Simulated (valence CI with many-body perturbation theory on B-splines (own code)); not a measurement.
## Level structure of In³⁴⁺

Level of theory: relativistic CI+MBPT: five valence electrons over a frozen Dirac-Fock core [Ne], a basis of 11 s, 11 p, 10 d, 8 f, 5 g, 2 h functions for each j, with the one-electron correlation potential Σ1 (screened to all orders), the two-electron term Σ2, the three-electron term Σ3, Breit, model QED; selected single and double excitations, second order for the rest, scaled by the run's own slope (own B-spline code, finite nucleus).

No measured spectrum was set against this ion. As an estimate, large intervals hold to a few tenths of a per cent, small ones and those within an open d or f shell to about a per cent. Among the levels kept, up to 4300 cm⁻¹ of a level comes from second order outside the variational space, and about a tenth of that is noise between levels of different J, which matters for small intervals.

Levels 136 to 169 of 169, with energies above the lowest level, (3s^2 3p1/2^2 3p3/2) J=3/2. "Leading %" is the weight of the configuration and term that name the level; weights of strongly mixed levels are sums over their largest components and can fall short. In the jj column 3d3/2^4 stands for four electrons in 3d with j = 3/2. Lifetimes count E1, E2, E3, M1 and M2 decay at the calculated energies, and are blank where another channel may lead or the interval is too uncertain; long ones can be off by a factor of two.

| No. | Configuration | Term | J | E (eV) | Leading % | g | Second component | Lifetime | Leading jj |
| --- | --- | --- | --- | --- | --- | --- | --- | --- | --- |
| 136 | 3s 3p2 3d2 | 6G | 5/2 | 403.55 | 39 | 1.053 | 12 % 3s 3p2 3d2 4F | 67.9 ps | 3s 3p1/2^2 3d3/2^2 (61 %) |
| 137 | 3s2 3p 3d2 | 2P° | 1/2 | 403.80 | 49 | 0.741 | 14 % 3s2 3p 3d2 4D° | 3.34 ps | 3s^2 3p3/2 3d5/2^2 (61 %) |
| 138 | 3s2 3p 3d2 | 4D° | 7/2 | 405.56 | 29 | 1.228 | 10 % 3s2 3p 3d2 2G° | 2.55 ps | 3s^2 3p3/2 3d3/2 3d5/2 (32 %) |
| 139 | 3s2 3p 3d2 | 2F° | 5/2 | 406.06 | 15 | 1.102 | 11 % 3s2 3p 3d2 2D° | 2.14 ps | 3s^2 3p3/2 3d3/2 3d5/2 (46 %) |
| 140 | 3s 3p3 3d | 2S° | 1/2 | 408.95 | 34 | 1.965 | 28 % 3s2 3p 3d2 2S° | 1.61 ps | 3s^2 3p3/2 3d3/2 3d5/2 (45 %) |
| 141 | 3s2 3p 3d2 | 2G° | 9/2 | 409.47 | 35 | 1.154 | 22 % 3s2 3p 3d2 4F° | 3.19 ps | 3s^2 3p3/2 3d5/2^2 (61 %) |
| 142 | 3s2 3p 3d2 | 2G° | 7/2 | 409.55 | 44 | 1.053 | 12 % 3s 3p3 3d 2F° | 2.25 ps | 3s^2 3p3/2 3d3/2 3d5/2 (35 %) |
| 143 | 3s2 3p 3d2 | 4P° | 5/2 | 410.00 | 22 | 1.268 | 9 % 3s 3p3 3d 2F° | 2.88 ps | 3s 3p3/2^3 3d5/2 (35 %) |
| 144 | 3s2 3p 3d2 | 4S° | 3/2 | 410.67 | 17 | 1.592 | 16 % 3s2 3p 3d2 4P° | 1.70 ps | 3s^2 3p3/2 3d3/2 3d5/2 (26 %) |
| 145 | 3s2 3p 3d2 | 2D° | 3/2 | 412.10 | 25 | 0.983 | 16 % 3s2 3p 3d2 4D° | 1.92 ps | 3s^2 3p3/2 3d3/2 3d5/2 (48 %) |
| 146 | 3s 3p3 3d | 4D° | 7/2 | 413.16 | 23 | 1.245 | 22 % 3s 3p3 3d 2F° | 2.95 ps | 3s 3p3/2^3 3d5/2 (62 %) |
| 147 | 3s 3p2 3d2 | 6D | 1/2 | 413.37 | 44 | 2.730 | 35 % 3s 3p2 3d2 4P | 47.4 ps | 3s 3p1/2^2 3d3/2^2 (63 %) |
| 148 | 3s 3p2 3d2 | 6G | 7/2 | 414.16 | 42 | 1.246 | 21 % 3s 3p2 3d2 6F | 30.9 ps | 3s 3p1/2^2 3d3/2 3d5/2 (68 %) |
| 149 | 3s2 3p 3d2 | 2F° | 5/2 | 414.21 | 18 | 1.159 | 14 % 3s2 3p 3d2 4D° | 2.24 ps | 3s^2 3p3/2 3d3/2 3d5/2 (42 %) |
| 150 | 3s2 3p 3d2 | 2P° | 1/2 | 415.89 | 27 | 0.414 | 21 % 3s 3p3 3d 4D° | 1.94 ps | 3s 3p3/2^3 3d3/2 (45 %) |
| 151 | 3s 3p2 3d2 | 6G | 5/2 | 417.51 | 21 | 1.200 | 13 % 3p4 3d 4D | 25.3 ps | 3s 3p1/2^2 3d3/2 3d5/2 (44 %) |
| 152 | 3s2 3p 3d2 | 2G° | 9/2 | 418.26 | 77 | 1.129 | 10 % 3s2 3p 3d2 4F° | 2.18 ps | 3s^2 3p3/2 3d3/2 3d5/2 (72 %) |
| 153 | 3s2 3p 3d2 | 2D° | 3/2 | 418.74 | 26 | 1.042 | 20 % 3s2 3p 3d2 2P° | 2.07 ps | 3s^2 3p3/2 3d5/2^2 (27 %) |
| 154 | 3p4 3d | 4D | 3/2 | 419.22 | 21 | 1.117 | 9 % 3p4 3d 4P | 19.4 ps | 3p1/2^2 3p3/2^2 3d3/2 (47 %) |
| 155 | 3s2 3p 3d2 | 2D° | 3/2 | 421.39 | 27 | 1.164 | 19 % 3s2 3p 3d2 2P° | 1.51 ps | 3s^2 3p3/2 3d3/2 3d5/2 (47 %) |
| 156 | 3s2 3p 3d2 | 2D° | 5/2 | 421.65 | 34 | 1.077 | 10 % 3s 3p3 3d 2D° | 1.92 ps | 3s^2 3p3/2 3d3/2 3d5/2 (43 %) |
| 157 | 3s2 3p 3d2 | 2F° | 7/2 | 421.81 | 30 | 1.145 | 13 % 3s 3p3 3d 2F° | 1.98 ps | 3s^2 3p3/2 3d3/2 3d5/2 (28 %) |
| 158 | 3p4 3d | 2P | 1/2 | 422.81 | 15 | 1.273 | 15 % 3s 3p2 3d2 6D | 16.6 ps | 3p1/2^2 3p3/2^2 3d3/2 (36 %) |
| 159 | 3s 3p2 3d2 | 6D | 3/2 | 423.26 | 55 | 1.830 | 20 % 3s 3p2 3d2 4P | 17.5 ps | 3s 3p1/2^2 3d3/2 3d5/2 (71 %) |
| 160 | 3s 3p3 3d | 2D° | 5/2 | 424.13 | 35 | 1.100 | 12 % 3s2 3p 3d2 2D° | 1.69 ps | 3s 3p3/2^3 3d3/2 (25 %) |
| 161 | 3s 3p2 3d2 | 4F | 9/2 | 424.22 | 23 | 1.325 | 23 % 3s 3p2 3d2 6G | 14.4 ps | 3s 3p1/2^2 3d3/2 3d5/2 (47 %) |
| 162 | 3p4 3d | 4D | 7/2 | 425.28 | 17 | 1.168 | 16 % 3p4 3d 4F | 13.1 ps | 3p1/2^2 3p3/2^2 3d3/2 (33 %) |
| 163 | 3s 3p2 3d2 | 6D | 5/2 | 426.86 | 17 | 1.460 | 14 % 3s 3p2 3d2 6P | 11.8 ps | 3s 3p1/2^2 3d3/2 3d5/2 (61 %) |
| 164 | 3s2 3p 3d2 | 2P° | 3/2 | 430.24 | 48 | 1.202 | 8 % 3s2 3p 3d2 2D° | 2.38 ps | 3s^2 3p3/2 3d5/2^2 (49 %) |
| 165 | 3s2 3p 3d2 | 2F° | 5/2 | 431.20 | 35 | 1.027 | 27 % 3s2 3p 3d2 2D° | 2.32 ps | 3s^2 3p3/2 3d5/2^2 (42 %) |
| 166 | 3p4 3d | 2D | 3/2 | 433.20 | 25 | 0.845 | 17 % 3s 3p2 3d2 4F | 16.0 ps | 3s 3p1/2^2 3d3/2 3d5/2 (30 %) |
| 167 | 3s2 3p 3d2 | 2D° | 5/2 | 433.38 | 35 | 1.129 | 20 % 3s 3p3 3d 2D° | 2.07 ps | 3s^2 3p3/2 3d5/2^2 (28 %) |
| 168 | 3s2 3p 3d2 | 2F° | 7/2 | 433.38 | 36 | 1.067 | 30 % 3s2 3p 3d2 2G° | 2.55 ps | 3s^2 3p3/2 3d5/2^2 (56 %) |
| 169 | 3p4 3d | 4F | 9/2 | 433.42 | 24 | 1.256 | 16 % 3s 3p2 3d2 4F | 18.2 ps | 3p1/2^2 3p3/2^2 3d5/2 (35 %) |
